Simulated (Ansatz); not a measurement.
`B[Te][SiH2]N` + `C[SiH](N)O` → `N[SiH2][SiH](N)O` + `B[Te]C`  (redistribution)

Isolated molecules relaxed with PBE0-D4/def2-TZVP in Ansatz; ΔE leaves out vibrations. CCSD(T)/CBS is the MP2 limit (def2-TZVPP, def2-QZVPP) plus CCSD(T) − MP2 in def2-TZVPP, frozen cores. Functionals use def2-TZVPP. HSE06 is defined as in plane-wave codes. def2 core potentials past Kr. For Te outer-core shells are correlated without core-valence functions, which leaves a few kJ/mol of doubt a bond. One conformer a species, not always the lowest.

```
             level  ΔE (kcal/mol)  difference from CCSD(T)/CBS
       LDA (SPW92)           25.9                         -1.2
           BLYP-D4           24.8                         -2.3
          BHLYP-D4           28.5                          1.4
           ωB97X-V           26.6                         -0.5
              PBE0           26.7                         -0.4
             HSE06           26.7                         -0.4
             BHLYP           28.3                          1.2
         CAM-B3LYP           27.0                         -0.1
CCSD(T)/def2-TZVPP           26.8                         -0.3
      HF/CBS(def2)           30.0                          2.9
       CCSD(T)/CBS           27.1                            0
```

Largest T1 diagnostic among the species: 0.015.

From r2SCAN to r2SCAN0 (25 % exact exchange), in def2-TZVPP and without D4, ΔE moves by +1.1 kcal/mol. At CCSD(T), def2-SVP lies +1.3 kcal/mol from the extrapolated value and def2-TZVPP −0.3 kcal/mol.
